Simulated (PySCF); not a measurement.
# Molecular orbitals of NaSn⁺

PW91 at R = 3.393 Å; PySCF, spin-free X2C with a Gaussian nucleus, basis sets Na x2c-SVPall, Sn x2c-SVPall. State: ³Π (triplet), unpaired electrons σ ↑, π ↑. Only the outer orbitals are listed, counted within each symmetry.

```
spin  orbital  occ.  ε (eV)  on Na (%)   main shells (%)
   α       2δ     1  -30.82          0          100 Sn d
   α       6π     1  -30.77          0          100 Sn d
   α       2δ     1  -30.69          0          100 Sn d
   α       6π     1  -30.48          0          100 Sn d
   α      12σ     1  -30.48          0          100 Sn d
   α      13σ     1  -15.60          3           97 Sn s
   α      14σ     1   -9.21         23  76 Sn p, 18 Na s
   α       7π     1   -8.47          3           97 Sn p
   α       7π     0   -8.43          3           97 Sn p
   α      15σ     0   -6.43         85  82 Na s, 14 Sn p
   α       8π     0   -4.24         95           95 Na p
   β       2δ     1  -30.72          0          100 Sn d
   β       6π     1  -30.64          0          100 Sn d
   β       2δ     1  -30.54          0          100 Sn d
   β       6π     1  -30.25          0          100 Sn d
   β      12σ     1  -30.25          0          100 Sn d
   β      13σ     1  -14.52          3           96 Sn s
   β      14σ     0   -8.02         35  63 Sn p, 30 Na s
   β       7π     0   -7.82          3           97 Sn p
   β       7π     0   -7.02          4           96 Sn p
```

Which are the highest filled and the lowest empty level, where do they sit, and how wide is the gap?

Highest filled α 7π at -8.47 eV (in %: 97 Sn p); lowest empty α 7π at -8.43 eV (in %: 97 Sn p); the gap at PW91 is 0.04 eV. Both belong to one degenerate shell, split only by its one-sided filling, so this is no excitation gap.

- bond order (Mayer): 0.51
- ⟨S²⟩: 2.001
- charge on Na (Mulliken, basis-dependent): 0.68
- charge on Na (Löwdin, basis-dependent): 0.57
- dipole moment (positive dipole points towards Sn; it is taken about the centre of mass and depends on that origin): -9.50 D

Spin–orbit coupling is left out. The state is the lowest determinant that a PBE0 search found; another state may lie lower at other levels.
